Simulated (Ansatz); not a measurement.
Cartesian coordinates in Å:
```
C -1.0490 -0.2629 2.1339
S -0.5616 -1.1745 0.6408
Si 0.3439 0.3922 -0.4519
C 0.9894 -0.2957 -2.0472
Cl -1.0187 1.8982 -0.8457
H -0.1811 0.1798 2.6222
H -1.7768 0.5102 1.8908
H -1.5059 -0.9862 2.8081
H 1.3934 1.0427 0.3712
H 1.4486 0.4983 -2.6400
H 0.1781 -0.7366 -2.6296
H 1.7399 -1.0654 -1.8526
```

Charge 0, multiplicity 1.

Q: List the PBE/def2-TZVPP orbital energies in eV (Ansatz). (Estimate.)

A: Ansatz gave: Occupied: -2738.72, -2395.65, -1780.65, -269.81, -268.89, -249.31, -208.61, -189.99, -189.84, -189.83, -154.77, -154.66, -154.53, -138.26, -95.05, -94.99, -94.94, -20.40, -19.40, -17.64, -15.84, -12.50, -10.77, -10.68, -10.40, -10.38, -9.48, -9.04, -8.57, -8.14, -7.40, -7.18, -5.90. Lowest empty: -0.82, 0.00, 0.24, 0.65, 0.84, 1.35, 1.83, 1.97.
